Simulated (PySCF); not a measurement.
## Electron correlation in Ga (gallium, neutral)

[Ar] 3d10 4s2 4p1, 2P determinant. All numbers are calculated (PySCF 2.14, scalar relativity by spin-free X2C-1e, in cc-pVDZ-DK (5s4p2d, 27 functions)). Frozen: [Ar] 3d10; 3 electrons correlated.

MP2 pair energies summed by pair of shells (mhartree):

```csv
pair,energy,share (%)
4s-4s,-17.58,61.2
4s-4p,-11.13,38.8
```

Total MP2 correlation energy: -28.70 mhartree.

Same-spin part -2.12 and opposite-spin part -26.58 mhartree; SCS-MP2 scales them by 1/3 and 6/5 to -32.61 mhartree.

| level | correlation energy (mhartree) |
| --- | --- |
| CCSD | -42.98 |
| (T) | -0.47 |
| CCSD(T) | -43.45 |

Diagnostics: T1 = 0.010, D1 = 0.0252, largest double amplitude 0.092.

Cost of the coupled-cluster step: 0.15 s of wall time on 1 thread of Neoverse-N1 (shared host), for 3 correlated electrons.
